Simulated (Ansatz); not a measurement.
One change: `C[N](C)[Hf]([F])([Cl])[Cl]` becomes `[F][Hf]([Cl])([Cl])[Cl]`.

Ansatz, PBE0-D4/def2-TZVP geometries, multiplicity 1. Each molecule was computed in one conformer, which needn't be the lowest.

Elements past krypton have def2 core potentials.

```
                                          property  `C[N](C)[Hf]([F])([Cl])[Cl]`
size of the dipole moment (ωB97M-V/def2-TZVPP) / D                          3.07
               HOMO energy (B3LYP/def2-TZVPP) / eV                         -7.04
                HOMO energy (PBE0/def2-TZVPP) / eV                         -7.25
    size of the dipole moment (PBE/def2-TZVPP) / D                          3.20
                 HOMO energy (PBE/def2-TZVPP) / eV                         -5.99
             HOMO energy (ωB97M-V/def2-TZVPP) / eV                         -9.47
```

Question: Give the same properties after the change, and the shifts. (Estimate.)

Answer: Ansatz gave: 
```
                                          property  `[F][Hf]([Cl])([Cl])[Cl]`  shift
size of the dipole moment (ωB97M-V/def2-TZVPP) / D                       0.06  -3.01
               HOMO energy (B3LYP/def2-TZVPP) / eV                      -9.40  -2.36
                HOMO energy (PBE0/def2-TZVPP) / eV                      -9.70  -2.45
    size of the dipole moment (PBE/def2-TZVPP) / D                       0.06  -3.14
                 HOMO energy (PBE/def2-TZVPP) / eV                      -8.29  -2.30
             HOMO energy (ωB97M-V/def2-TZVPP) / eV                     -11.90  -2.43
```

With PBE0 the HOMO falls by 2.45 eV and the LUMO falls by 0.83 eV, so the gap widens by about 1.62 eV. PBE moves the HOMO by -2.30 eV and ωB97M-V by -2.43 eV. The zero-point energy changes by -210.8 kJ/mol with -24 modes. Dipoles are sizes alone; their direction can turn.

B3LYP here is the variant with VWN-RPA as its local correlation; programs differ in this.
